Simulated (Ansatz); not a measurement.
Geometry optimisation, RKS B3LYP/def2-mTZVP in Ansatz.

Input:

```yaml
crystal:
  periodic: [false, false, false]
  atoms:
    - { symbol: Al, position_ang: [0.069039, -0.347649, 0.212428] }
    - { symbol: "N", position_ang: [-0.070336, -0.145776, 2.068471] }
    - { symbol: H, position_ang: [-0.892558, -0.479398, 2.55929] }
    - { symbol: H, position_ang: [0.74771, -0.300063, 2.649711] }
    - { symbol: O, position_ang: [1.639869, -0.337089, -0.428884] }
    - { symbol: H, position_ang: [1.824205, -0.445917, -1.367101] }
    - { symbol: O, position_ang: [-1.291203, -0.644061, -0.768993] }
    - { symbol: H, position_ang: [-2.185168, -0.739652, -0.428674] }
    - { symbol: S, position_ang: [-0.29157, 3.049511, 0.747255] }
    - { symbol: H, position_ang: [-1.645495, 3.024049, 0.717152] }
    - { symbol: H, position_ang: [-0.225693, 2.084746, 1.739743] }
basis:
  gaussian: { orbitals: def2-mTZVP }
hamiltonian:
  xc: b3lyp
relax:
  f_tol: 0.03
  max_steps: 50
output:
  orbitals: {}
```

Run as:

```bash
$ ansatz run input.yaml --threads 4 --pin off --max-ram 5120MiB --backend cpu --events-out ev --progress --plain --runs-dir out
```

Problem. Where does it end, and by what steps?

Solution. The forces met the threshold. After 24 steps the energy has fallen by 0.253 eV; H11 moved furthest, 1.09 Å. Joined: Al1–S9 (3.46 → 2.61 Å).

| step | energy less start (eV) | largest force component (eV/Å) | accepted |
| --- | --- | --- | --- |
| 0 | 0.0000 | 1.377 | yes |
| 1 | -0.0569 | 0.635 | yes |
| 2 | -0.0931 | 0.566 | yes |
| 3 | -0.1137 | 0.822 | yes |
| 4 | -0.1493 | 0.800 | yes |
| 5 | -0.1740 | 0.581 | yes |
| 6 | -0.2019 | 0.473 | yes |
| 7 | -0.2109 | 0.287 | yes |
| 8 | -0.2183 | 0.238 | yes |
| 9 | -0.2235 | 0.242 | yes |
| 10 | -0.2374 | 0.334 | yes |
| 11 | -0.2478 | 0.052 | yes |
| 12 | -0.2472 | 0.405 | no |
| 13 | -0.2493 | 0.031 | yes |
| 14 | -0.2500 | 0.234 | yes |
| 15 | -0.2506 | 0.089 | yes |
| 16 | -0.2517 | 0.055 | yes |
| 17 | -0.2519 | 0.064 | yes |
| 18 | -0.2524 | 0.039 | yes |
| 19 | -0.2526 | 0.039 | yes |
| 20 | -0.2530 | 0.047 | yes |
| 21 | -0.2531 | 0.049 | yes |
| 22 | -0.2531 | 0.042 | yes |
| 23 | -0.2533 | 0.050 | yes |
| 24 | -0.2533 | 0.026 | yes |

```xyz
11
Properties=species:S:1:pos:R:3
Al -0.077 -0.050 0.377
N -0.170 -0.431 2.122
H -1.021 -0.666 2.614
H 0.633 -0.688 2.680
O 1.531 -0.018 -0.234
H 1.715 -0.068 -1.176
O -1.451 -0.284 -0.641
H -1.974 -1.091 -0.625
S -0.408 2.539 0.263
H -1.518 2.639 1.029
H 0.420 2.837 1.291
```

Whether the end is a true minimum wasn't checked by a vibrational analysis.

Time of the run: 59 s on 4 threads of Arm Neoverse V1 (shared host), peak memory 0.31 GiB.
